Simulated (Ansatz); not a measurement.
Abstraction of F: InH2F + SiH2(CH3) → InH2 + SiH2(CH3)F

Species: InH2F `[F][InH2]`, singlet; SiH2(CH3), doublet; InH2 `[InH2]`, doublet; SiH2(CH3)F, singlet. A radical takes F: the energy is the difference in strength between the In–F bond broken and the Si–F bond made.

Shapes, held fixed at every level: PBE0-D4/def2-TZVP. Programs: Ansatz 0.2.0. The zero-point and thermal change to 298 K, harmonic and unscaled (PBE0-D4/def2-TZVP), is +1.5 kJ/mol.

```
                level                    kind  ΔH(298 K) (kJ/mol)  less CCSD(T)/def2-TZVPP
    PBE-D4/def2-TZVPP                     GGA              -129.0                    +17.3
  B3LYP-D4/def2-TZVPP           global hybrid              -145.8                     +0.5
  BHLYP-D4/def2-TZVPP           global hybrid              -155.5                     -9.2
r2SCAN0-D4/def2-TZVPP           global hybrid              -145.5                     +0.8
   wB97X-V/def2-TZVPP  range-separated hybrid              -140.3                     +6.0
    B2PLYP/def2-TZVPP           double hybrid              -146.1                     +0.2
      CCSD/def2-TZVPP   coupled cluster or CI              -149.8                     -3.5
   CCSD(T)/def2-TZVPP   coupled cluster or CI              -146.3                      0.0
```

The highest level, CCSD(T)/def2-TZVPP, gives ΔH(298 K) = -146.3 kJ/mol; the levels span -155.5 to -129.0. The column of differences is taken from that level and isn't an error. No measured value is set beside it here. Open shells run unrestricted unless RO is named. For atoms past krypton def2 sets carry core potentials with scalar relativity. Correlated rows may include outer-core shells of In, which these sets cover unevenly.
